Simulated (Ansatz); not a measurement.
Cost and result for the atomization energy of C2H9NOSn, SMILES `C[NH][SnH2][O]C` (14 atoms, 13 bonds).

```json
{"atom": "C1", "x (Å)": "-1.948", "y (Å)": "0.005", "z (Å)": "-1.049"}
{"atom": "N2", "x (Å)": "-1.246", "y (Å)": "0.372", "z (Å)": "0.161"}
{"atom": "Sn3", "x (Å)": "0.537", "y (Å)": "1.287", "z (Å)": "0.179"}
{"atom": "O4", "x (Å)": "1.752", "y (Å)": "0.122", "z (Å)": "1.198"}
{"atom": "C5", "x (Å)": "1.851", "y (Å)": "-1.233", "z (Å)": "0.844"}
{"atom": "H6", "x (Å)": "-2.655", "y (Å)": "0.766", "z (Å)": "-1.406"}
{"atom": "H7", "x (Å)": "-2.505", "y (Å)": "-0.930", "z (Å)": "-0.913"}
{"atom": "H8", "x (Å)": "-1.233", "y (Å)": "-0.172", "z (Å)": "-1.857"}
{"atom": "H9", "x (Å)": "-1.865", "y (Å)": "0.563", "z (Å)": "0.934"}
{"atom": "H10", "x (Å)": "1.060", "y (Å)": "1.344", "z (Å)": "-1.446"}
{"atom": "H11", "x (Å)": "0.579", "y (Å)": "2.725", "z (Å)": "1.085"}
{"atom": "H12", "x (Å)": "2.331", "y (Å)": "-1.375", "z (Å)": "-0.136"}
{"atom": "H13", "x (Å)": "2.469", "y (Å)": "-1.742", "z (Å)": "1.591"}
{"atom": "H14", "x (Å)": "0.874", "y (Å)": "-1.733", "z (Å)": "0.817"}
```

Charge 0, multiplicity 1. Correlated methods include outer-core shells of Sn, which these sets cover unevenly. Sn: def2 effective core potential. All single points use the PBE0-D4/def2-TZVP geometry. It is one conformer, not always the lowest. Program: Ansatz. All runs use 2 threads of an AMD EPYC 7R13 on a shared host and a share of an NVIDIA H100 80 GB. Times are those of one run each, without the atoms' runs, and a repeat can differ threefold. Electronic energies, without spin–orbit coupling; frozen cores. CCSD(T)/CBS adds CCSD(T) − MP2 in def2-TZVPP to the MP2 limit, and its time is that of the two runs behind it. T1 = 0.013. With those shells the extrapolation isn't a true limit. B3LYP takes the VWN-RPA correlation (the form of Gaussian; ORCA's B3LYP/G).

CCSD(T)/CBS is a level of theory with its own doubt, some kJ/mol a heavy atom from the limit and from the frozen cores, so smaller differences don't rank the functionals.

```tsv
level	functions	wall time
PBE0-D4/def2-TZVPP	300	2 s
B3LYP-D4/def2-TZVPP (with forces)	300	2.1 s
r2SCAN-D4/def2-TZVPP (with forces)	300	2.4 s
ωB97X-V/def2-TZVPP	300	2.5 s
PBE-D4/def2-TZVPP (with forces)	300	3 s
B2PLYP/def2-TZVPP	300	3.1 s
ωB97M-V/def2-TZVPP (with forces)	300	3.4 s
MP2/def2-QZVPP	580	5 s
CCSD(T)/def2-TZVPP	300	6.5 s
CCSD(T)/CBS(def2)	–	12 s
```

Problem. What atomization energy does each give, and how far from CCSD(T)/CBS? (An estimate is asked.)

Solution. Ansatz gave: 
```json
{"level": "PBE0-D4/def2-TZVPP", "atomization (kcal/mol)": "1126.9", "difference from CCSD(T)/CBS": "-9.9", "per bond": "-0.8"}
{"level": "B3LYP-D4/def2-TZVPP (with forces)", "atomization (kcal/mol)": "1131.6", "difference from CCSD(T)/CBS": "-5.2", "per bond": "-0.4"}
{"level": "r2SCAN-D4/def2-TZVPP (with forces)", "atomization (kcal/mol)": "1127.8", "difference from CCSD(T)/CBS": "-9.0", "per bond": "-0.7"}
{"level": "ωB97X-V/def2-TZVPP", "atomization (kcal/mol)": "1137.3", "difference from CCSD(T)/CBS": "0.5", "per bond": "0.0"}
{"level": "PBE-D4/def2-TZVPP (with forces)", "atomization (kcal/mol)": "1148.6", "difference from CCSD(T)/CBS": "11.8", "per bond": "0.9"}
{"level": "B2PLYP/def2-TZVPP", "atomization (kcal/mol)": "1117.4", "difference from CCSD(T)/CBS": "-19.4", "per bond": "-1.5"}
{"level": "ωB97M-V/def2-TZVPP (with forces)", "atomization (kcal/mol)": "1133.0", "difference from CCSD(T)/CBS": "-3.8", "per bond": "-0.3"}
{"level": "MP2/def2-QZVPP", "atomization (kcal/mol)": "1129.4", "difference from CCSD(T)/CBS": "-7.4", "per bond": "-0.6"}
{"level": "CCSD(T)/def2-TZVPP", "atomization (kcal/mol)": "1104.2", "difference from CCSD(T)/CBS": "-32.6", "per bond": "-2.5"}
{"level": "CCSD(T)/CBS(def2)", "atomization (kcal/mol)": "1136.8", "difference from CCSD(T)/CBS": "0.0", "per bond": "0.0"}
```

The D4 term adds +10.4 kcal/mol with B3LYP and +5.5 kcal/mol with PBE0; it sums over pairs of atoms, weighted by their polarisabilities, and B3LYP, whose exchange is more repulsive, gets the larger term. In def2-TZVPP, CCSD(T) changes the Hartree–Fock value by +312.4 kcal/mol (the triples alone add +16.8 kcal/mol) and MP2 by +318.0 kcal/mol; breaking electron pairs costs correlation energy, which Hartree–Fock lacks. From PBE to PBE0 (25 % exact exchange), in def2-TZVPP and without D4, the atomization energy moves by −20.8 kcal/mol: exact exchange takes away binding that semilocal exchange gives to molecules.

Spin–orbit coupling would lower the free Sn atoms strongly, and the atomization energy with them, by more than many differences here. For some Ge, Se and Sn compounds the MP2-based and the directly extrapolated limit differ by 10 to 25 kJ/mol.
